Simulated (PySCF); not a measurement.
# Dipole response of B⁺ (boron, charge +1)

[He] 2s1 2p1, high-spin 3P determinant (an excited configuration). Computed with PySCF 2.14 in aug-cc-pCVTZ-DK with one added diffuse shell each of s, p, d, f type (8s7p5d3f, 75 functions), with scalar relativity by spin-free X2C-1e. Coupled (time-dependent) response in atomic units; α is the mean over directions.

```
method  mean α (bohr³)         α xx, yy, zz  C₆ (like pair)  S(−4)
   UHF           7.784  9.228, 4.896, 9.228           17.93  64.72
   PBE           8.090  9.386, 5.498, 9.386           18.60  76.51
  PBE0           7.997  9.351, 5.287, 9.351           18.35  73.43
  BP86           8.039  9.316, 5.485, 9.316           18.50  74.66
M06-2X           8.015  9.302, 5.440, 9.302           18.04  78.67
```

S(−4) is the Cauchy moment in α(ω) = α(0) + S(−4) ω² + …

α(iu) at BP86:

```json
{"u (hartree)": "0", "α(iu) (bohr³)": "8.039"}
{"u (hartree)": "0.0500", "α(iu) (bohr³)": "7.858"}
{"u (hartree)": "0.100", "α(iu) (bohr³)": "7.377"}
{"u (hartree)": "0.200", "α(iu) (bohr³)": "6.035"}
{"u (hartree)": "0.300", "α(iu) (bohr³)": "4.775"}
{"u (hartree)": "0.500", "α(iu) (bohr³)": "3.050"}
{"u (hartree)": "0.750", "α(iu) (bohr³)": "1.892"}
{"u (hartree)": "1.00", "α(iu) (bohr³)": "1.273"}
{"u (hartree)": "1.50", "α(iu) (bohr³)": "0.6841"}
{"u (hartree)": "2.00", "α(iu) (bohr³)": "0.4267"}
{"u (hartree)": "3.00", "α(iu) (bohr³)": "0.2142"}
{"u (hartree)": "5.00", "α(iu) (bohr³)": "0.08951"}
```

A single London oscillator, α(iu) = α/(1 + u²/ω²), gives C₆ = (3/4) ω α². Matching the computed C₆ needs ω = 4 × 18.50 / (3 × 8.039²) = 0.382 hartree.

For an ion, C₆ is the dispersion term alone; charge-induced terms of lower order in 1/R come first.

The components differ because the open shell of this determinant is not spherical; for a pure term their mean is the scalar polarisability.
